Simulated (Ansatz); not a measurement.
Cl₂H₄N₂Sn, SMILES `[NH2][Sn]([NH2])([Cl])[Cl]`, relaxed with RKS PBE0-D4/def2-TZVP in Ansatz from a PBE-D4/def2-SVP geometry. The force threshold is 0.005 eV/Å; the program also tests the step.

The species carries charge 0 and has multiplicity 1. Sn takes the def2 core potential.

Start:

```xyz
9

N     0.624   -0.575   -1.619
Sn    0.277    0.269    0.212
N    -1.549   -0.347    0.900
Cl    2.134   -0.384    1.539
Cl    0.158    2.642    0.233
H     1.610   -0.429   -1.882
H     0.053   -0.103   -2.336
H    -1.826    0.242    1.699
H    -1.481   -1.313    1.255
```

Task: How much energy does the relaxation release, and in how many steps? (An estimate is asked.)

Result: Computed: 2.52 kcal/mol, in 5 steps.

Task: Which bonds change most? (Best estimate.)

Result: Computed: Sn2–Cl5 from 2.376 to 2.322 Å; Sn2–Cl4 from 2.375 to 2.321 Å; Sn2–N3 from 2.046 to 1.996 Å; N1–Sn2 from 2.046 to 1.996 Å.

Task: Give the relaxed structure. (Estimate.)

Result: Computed: 
```xyz
9

N     0.623   -0.537   -1.567
Sn    0.288    0.284    0.221
N    -1.489   -0.321    0.899
Cl    2.123   -0.328    1.504
Cl    0.179    2.602    0.269
H     1.584   -0.440   -1.869
H     0.017   -0.178   -2.294
H    -1.811    0.220    1.692
H    -1.513   -1.302    1.145
```
